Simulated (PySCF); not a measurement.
A structure optimised at B3LYP-D3(BJ)/def2-SVP, used in a PySCF frequency run:

```
C
H 1 1.1029
H 1 1.1043 2 107.22
C 1 1.4540 2 109.86 3 119.20
N 4 1.1591 3 151.18 1 176.05
Si 1 1.9028 2 108.61 3 -116.56
H 6 1.4828 1 109.96 2 -179.00
H 6 1.4853 7 111.37 1 119.48
Cl 6 2.0700 7 109.51 8 121.10
```
Charge 0, spin multiplicity 1.

Q: Write its SMILES and formula.

A: N#CC[SiH2]Cl, C2H4ClNSi

Q: What are its rotational constants (standard atomic weights)?

A: 5.1746, 1.8190, 1.4596 GHz
